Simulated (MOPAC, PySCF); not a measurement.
Noncovalent pair: HF (SMILES F) (first 2 atoms) with C3H8 (SMILES CCC); geometry from B3LYP-D3(BJ)/def2-TZVP, rigid monomers moved along the line of their centres of mass till H2···C5 is 4.16 Å.
(charge 0, multiplicity 1):
```xyz
13

F     -0.3619     0.0912     0.3687
H     -0.4978     0.3562     1.2480
C      1.0171    -1.1892     5.4129
C      0.2772    -0.1426     6.2418
C     -0.5355     0.8250     5.3852
H      1.5898    -1.8672     6.0476
H      0.3211    -1.7936     4.8258
H      1.7148    -0.7204     4.7146
H      0.9944     0.4244     6.8416
H     -0.3893    -0.6406     6.9513
H     -1.0603     1.5678     5.9878
H      0.1144     1.3796     4.6990
H     -1.2998     0.2903     4.8102
```

Interaction energies are E(AB) − E(A) − E(B) at the monomers' geometry in the complex; basis-set methods are counterpoise corrected.

Rows in 6-31G* carry no dispersion term and start afresh at each structure (6-31G* with six Cartesian d functions). MP2/6-31G* freezes PySCF's default core. The state that PM3 reach isn't checked.

Programs: MOPAC for PM3 (differences of heats of formation); PySCF for 6-31G* rows. Values without a source in brackets are computed.

Q: What is the computed interaction energy (PM3)?

A: -4 meV
